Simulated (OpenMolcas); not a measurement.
# As I: thermal populations, worked from levels

```yaml
Program: OpenMolcas 26.06
Basis: ANO-R2 [6s5p4d3f1g]
Scalar_Hamiltonian: X2C, finite nucleus
Active_space: 5 electrons in 8 orbitals (4s 4p 5s 5p)
State_averaging: 2S+1 = 4 odd, 1 root; 2S+1 = 2 odd, 8 roots; 2S+1 = 4 even, 3 roots; 2S+1 = 2 even, 9 roots
Spin-orbit_coupling: state interaction with AMFI integrals over the reference wave functions, term energies averaged over their components
```

Methods: CASSCF; SS-CASPT2, IPEA 0.25 Eh, imaginary shift 0.1 Eh (closed shells correlated: 3d). Measured levels: NIST Handbook of Basic Atomic Spectroscopic Data.

**Thermal populations.** Z = Σ (2J + 1) exp(-E/kT) with k = 0.695035 cm-1/K, over the levels below. No other level of either list lies under 50600 cm-1, which is above 7 kT at each temperature.

| Level | 2J + 1 | SS-CASPT2 | measured |
| --- | --- | --- | --- |
| 4s2 4p3 4S* 3/2 | 4 | 0.0 | 0.0 |
| 4s2 4p3 2D* 3/2 | 4 | 12040 | 10593 |
| 4s2 4p3 2D* 5/2 | 6 | 12310 | 10915 |
| 4s2 4p3 2P* 1/2 | 2 | 20000 | 18186 |
| 4s2 4p3 2P* 3/2 | 4 | 20290 | 18648 |

```csv
T (K),"Z, SS-CASPT2","Z, measured levels","Ground level (%), SS-CASPT2","Ground level (%), measured levels"
5000,4.317,4.479,92.7,89.3
8000,5.273,5.654,75.9,70.8
```

At 8000 K, kT = 5560 cm-1, and the computed levels give Z = 4.000 + 0.459 + 0.656 + 0.055 + 0.104 = 5.273.

CASPT2 does not keep the components of a term degenerate, so their means are used; among the terms shown or strongly mixed into the levels shown the widest spread is 62 cm-1 (4s2 4p3 2D*, SS-CASPT2). The run also gave levels led by 4s2 4p2 5s, which use shells meant for correlation; these and all levels above them are left out. Without dynamic correlation excited terms often stand tens of per cent too high (terms of higher spin than the ground term too low), and those without a measured partner can miss by more than the paired ones (holds for CASSCF). Computed and measured levels are paired by configuration, term and J; levels that our copy of the source lacks, or whose pairing is in doubt (as where it misses far off the trend of its configuration), stay unpaired and out of the deviations. Levels of configurations outside the active space are missing.

* marks odd parity.
